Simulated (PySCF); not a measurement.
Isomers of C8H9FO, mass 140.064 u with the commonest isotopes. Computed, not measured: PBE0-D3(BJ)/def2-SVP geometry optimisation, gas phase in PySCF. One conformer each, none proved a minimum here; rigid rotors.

Question: Order these by dipole moment, smallest first.
A. `[CH3:1][C:2]1([c:3]2[c:4]([F:5])[c:6]2=[O:7])[CH2:8][CH2:9][CH2:10]1` with C1–C2–C3–C4 -2°, C1–C2–C8–C9 97°, C2–C8–C9–C10 18°, C8–C9–C10–C2 -18°, C1–C2–C10–C9 -97°
B. `[CH3:1][O:2][CH2:3][c:4]1[cH:5][cH:6][c:7]([F:8])[cH:9][cH:10]1` with C1–O2–C3–C4 -70°, O2–C3–C4–C5 141°
C. `[CH3:1][CH2:2][c:3]1[cH:4][cH:5][cH:6][c:7]([OH:8])[c:9]1[F:10]` with C1–C2–C3–C4 -99°, C6–C7–O8–H 180°
D. `[OH:1][CH2:2][C@H:3]([F:4])[c:5]1[cH:6][cH:7][cH:8][cH:9][cH:10]1` with H–O1–C2–C3 54°, O1–C2–C3–F4 -57°, C2–C3–C5–C6 95°
E. `[CH3:1][CH2:2][O:3][c:4]1[cH:5][cH:6][cH:7][cH:8][c:9]1[F:10]` with C1–C2–O3–C4 -79°, C2–O3–C4–C5 -5° (2-fluorophenetole)
F. `[CH:1]#[C:2][C@@H:3]1[CH2:4][C@@H:5]([F:6])/[C:7]1=[CH:8]\[O:9][CH3:10]` with C7–C8–O9–C10 -6°

Answer: F (0.82 D), C (0.99 D), B (1.32 D), D (1.58 D), E (2.42 D), A (4.10 D).

Question: Order these by radius of gyration √(Σ m r²/M), largest first.
A. `[CH3:1][O:2][CH2:3][c:4]1[cH:5][cH:6][c:7]([F:8])[cH:9][cH:10]1` with C1–O2–C3–C4 -70°, O2–C3–C4–C5 141°
B. `[CH3:1][CH2:2][O:3][c:4]1[cH:5][cH:6][cH:7][cH:8][c:9]1[F:10]` with C1–C2–O3–C4 -79°, C2–O3–C4–C5 -5° (2-fluorophenetole)
C. `[CH3:1][C:2]1([c:3]2[c:4]([F:5])[c:6]2=[O:7])[CH2:8][CH2:9][CH2:10]1` with C1–C2–C3–C4 -2°, C1–C2–C8–C9 97°, C2–C8–C9–C10 18°, C8–C9–C10–C2 -18°, C1–C2–C10–C9 -97°
D. `[CH3:1][CH2:2][c:3]1[cH:4][cH:5][cH:6][c:7]([OH:8])[c:9]1[F:10]` with C1–C2–C3–C4 -99°, C6–C7–O8–H 180°
E. `[OH:1][CH2:2][C@H:3]([F:4])[c:5]1[cH:6][cH:7][cH:8][cH:9][cH:10]1` with H–O1–C2–C3 54°, O1–C2–C3–F4 -57°, C2–C3–C5–C6 95°

Answer: A (2.418 Å), E (2.356 Å), C (2.288 Å), B (2.227 Å), D (2.168 Å).

Question: Order these by rotational constant A, largest first.
A. `[CH3:1][CH2:2][O:3][c:4]1[cH:5][cH:6][cH:7][cH:8][c:9]1[F:10]` with C1–C2–O3–C4 -79°, C2–O3–C4–C5 -5°
B. `[CH:1]#[C:2][C@@H:3]1[CH2:4][C@@H:5]([F:6])/[C:7]1=[CH:8]\[O:9][CH3:10]` with C7–C8–O9–C10 -6°
C. `[OH:1][CH2:2][C@H:3]([F:4])[c:5]1[cH:6][cH:7][cH:8][cH:9][cH:10]1` with H–O1–C2–C3 54°, O1–C2–C3–F4 -57°, C2–C3–C5–C6 95°
D. `[CH3:1][O:2][CH2:3][c:4]1[cH:5][cH:6][c:7]([F:8])[cH:9][cH:10]1` with C1–O2–C3–C4 -70°, O2–C3–C4–C5 141°
E. `[CH3:1][C:2]1([c:3]2[c:4]([F:5])[c:6]2=[O:7])[CH2:8][CH2:9][CH2:10]1` with C1–C2–C3–C4 -2°, C1–C2–C8–C9 97°, C2–C8–C9–C10 18°, C8–C9–C10–C2 -18°, C1–C2–C10–C9 -97°

Answer: D (3447 MHz), C (3153 MHz), A (2183 MHz), E (2065 MHz), B (1920 MHz).

| SMILES | point group | Ia (u·Å²) | Ib (u·Å²) | Ic (u·Å²) | κ | μa (D) | μb (D) | μc (D) |
| --- | --- | --- | --- | --- | --- | --- | --- | --- |
| COCc1ccc(F)cc1 | C1 | 146.61 | 715.41 | 775.21 | -0.96 | 0.85 | 0.84 | 0.57 |
| CC1(c2c(F)c2=O)CCC1 | near Cs | 244.72 | 529.62 | 692.08 | -0.66 | 3.02 | 2.78 | 0.01 |
| OC[C@H](F)c1ccccc1 | C1 | 160.30 | 653.51 | 740.67 | -0.93 | 1.56 | 0.15 | 0.18 |
| C#C[C@@H]1C[C@@H](F)/C1=C\OC | C1 | 263.17 | 514.62 | 713.75 | -0.55 | 0.06 | 0.02 | 0.81 |
| CCOc1ccccc1F | C1 | 231.53 | 485.20 | 672.21 | -0.60 | 1.20 | 2.10 | 0.04 |
| CCc1cccc(O)c1F | C1 | 249.28 | 430.51 | 637.00 | -0.38 | 0.98 | 0.11 | 0.08 |
